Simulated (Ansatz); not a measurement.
`C=N[C](=C)[GeH3]` and `C=[C]([GeH3])C=O` differ in one atom or group.

Ansatz, PBE0-D4/def2-TZVP geometries, multiplicity 1. Each molecule was computed in one conformer, which needn't be the lowest.

Scalar relativity is left out up to krypton.

| property | `C=N[C](=C)[GeH3]` |
| --- | --- |
| LUMO energy (B3LYP/def2-TZVPP) / eV | -1.60 |
| HOMO–LUMO gap (B3LYP/def2-TZVPP) / eV | 5.48 |
| HOMO energy (ωB97M-V/def2-TZVPP) / eV | -9.58 |
| HOMO energy (B3LYP/def2-TZVPP) / eV | -7.08 |
| HOMO energy (PBE/def2-TZVPP) / eV | -5.92 |
| LUMO energy (PBE0/def2-TZVPP) / eV | -1.37 |

Task: Give the same properties after the change, and the shifts. (Estimate.)

Result: Computed: 
```
                             property  `C=[C]([GeH3])C=O`  shift
  LUMO energy (B3LYP/def2-TZVPP) / eV               -2.21  -0.61
HOMO–LUMO gap (B3LYP/def2-TZVPP) / eV                5.21  -0.27
HOMO energy (ωB97M-V/def2-TZVPP) / eV              -10.04  -0.46
  HOMO energy (B3LYP/def2-TZVPP) / eV               -7.42  -0.34
    HOMO energy (PBE/def2-TZVPP) / eV               -6.06  -0.14
   LUMO energy (PBE0/def2-TZVPP) / eV               -1.99  -0.62
```

With PBE0 the HOMO falls by 0.36 eV and the LUMO falls by 0.62 eV, so the gap narrows by about 0.26 eV. PBE moves the HOMO by -0.14 eV and ωB97M-V by -0.46 eV.

B3LYP here is the variant with VWN-RPA as its local correlation; programs differ in this.
